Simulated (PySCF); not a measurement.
Vertical excitations of a molecule ClF₂H₃Si₂ from TDA-CAM-B3LYP/def2-SVPD (PySCF), as energy in eV (oscillator strength): 6.26 (0.012), 6.90 (0.026), 7.06 (0.014), 7.88 (0.073), 8.01 (0.019), 8.15 (0.037), 8.22 (0.131), 8.60 (0.029), 8.65 (0.092), 8.71 (0.063). Lowest triplet (TDA): 5.57 eV. Coordinates come from a PBE0-D3(BJ)/def2-SVP optimisation. Other conformers were not sampled.

### Question
Identify the compound among the candidates.
(A) F[SiH](F)[SiH2]Cl
(B) F[Si](F)([SiH3])Cl
(C) F[SiH2][Si@H](F)Cl

### Answer
A, F[SiH](F)[SiH2]Cl
